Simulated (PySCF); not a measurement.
These 2 structures share the formula C5H9ClO2. Computed with PySCF, PBE0-D3(BJ)/def2-SVP geometry optimisation, gas phase. One conformer each; no zero-point energy, no entropy. No frequencies were run at this level. Point groups hold within 0.08 Å.

Question: Order them by energy at this level, lowest first, and give relative energies in kJ/mol.
A. `[Cl:1][CH2:2][C@@H:3]1[CH2:4][CH2:5][O:6][CH2:7][O:8]1` with Cl1–C2–C3–C4 -65°, C2–C3–C4–C5 -171°, C3–C4–C5–O6 53°, C4–C5–O6–C7 -57°, C5–O6–C7–O8 61°
B. `[CH2:1]=[C:2]([Cl:3])[CH2:4][O:5][CH2:6][CH2:7][OH:8]` with C1–C2–C4–O5 3°, C2–C4–O5–C6 -177°, C4–O5–C6–C7 -172°, O5–C6–C7–O8 60°, C6–C7–O8–H -50°

Answer: A (0.0), B (101.4).

As drawn, the higher has an O–H bond and a C=C bond outside aromatic rings, which the lower lacks.

```tsv
SMILES	E (Eh)	E rel (kJ/mol)	dipole (D)	point group	A, B, C (MHz)
ClC[C@@H]1CCOCO1	-805.65751	0.0	0.83	C1	4250, 925.2, 798.3
C=C(Cl)COCCO	-805.61890	101.4	1.41	C1	4750, 638.6, 594.3
```

Question: How do the relative energies change in single points at CAM-B3LYP/def2-SVPD (no added dispersion term) on the same geometries?

Answer: 
```
          SMILES  PBE0-D3(BJ)/def2-SVP (kJ/mol)  CAM-B3LYP/def2-SVPD (kJ/mol)  shift
ClC[C@@H]1CCOCO1                            0.0                           0.0    0.0
    C=C(Cl)COCCO                          101.4                          84.8  -16.6
```

Each column counts from its own lowest isomer. The order is unchanged; the largest shift is 16.6 kJ/mol.
